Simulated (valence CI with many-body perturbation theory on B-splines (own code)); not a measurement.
I³⁸⁺: key properties

Level of theory: configuration interaction combined with many-body perturbation theory (CI+MBPT): five valence electrons over a frozen Dirac-Fock core [Ne], a basis of 9 s, 9 p, 8 d, 6 f, 3 g, 1 h functions for each j, with the one-electron correlation potential Σ1, the two-electron term Σ2, the three-electron term Σ3, Breit, model QED; selected CI, second order for the rest, scaled by the run's own slope (own B-spline code, finite nucleus).

No measured spectrum was set against this ion. As an estimate, large intervals hold to a few tenths of a per cent, small ones and those within an open d or f shell to about a per cent. Among the levels kept, up to 2000 cm⁻¹ of a level comes from second order outside the variational space, and about a tenth of that is noise between levels of different J, which matters for small intervals.

Levels are named by their leading jj configuration (3d3/2^4 stands for four electrons in 3d with j = 3/2), which in mixed levels can hold well under half, so a name can repeat and another be missing.

Rates and lifetimes use the calculated energies. Strong lines usually hold to 10 to 20 %, long lifetimes can be off by a factor of two.

Problem. What is the ground level?

Solution. (3s^2 3p1/2^2 3p3/2) J=3/2, composition 43 % 3s²3p³ ²P° + 31 % 3s²3p³ ⁴S° + 24 % 3s²3p³ ²D°, g = 1.406.

Problem. What are the static dipole polarisabilities of the lowest levels?

Solution. (3s^2 3p1/2^2 3p3/2) J=3/2 0.0139 (tensor 0.0011); (3s^2 3p1/2 3p3/2^2) J=3/2 0.0154 (tensor 0.00027); (3s^2 3p1/2 3p3/2^2) J=5/2 0.0153 bohr³, of which the core gives 0.000205.

Problem. Where does the other parity begin?

Solution. At (3s^2 3p1/2^2 3d3/2) J=3/2, 1192000 cm⁻¹.

Problem. How well does LS coupling describe the low levels?

Solution. Among the lowest 20 levels the leading LS term, summed over configurations, holds 52 % on average. For single configurations the figures are 47 % in LS and 84 % in jj coupling. Terms mix most in the J = 5/2 level at 1442100 cm⁻¹, where the leading one holds 26 %.

Problem. Among levels below 2527800 cm⁻¹, which E1 lines absorb most strongly from the ground level?

Solution. to (3s^2 3p1/2 3p3/2 3d3/2) J=3/2 at 5.097 nm, f = 0.274; to (3s^2 3p1/2 3p3/2 3d3/2) J=5/2 at 5.195 nm, f = 0.250; to (3s^2 3p1/2 3p3/2 3d3/2) J=1/2 at 5.109 nm, f = 0.0923.
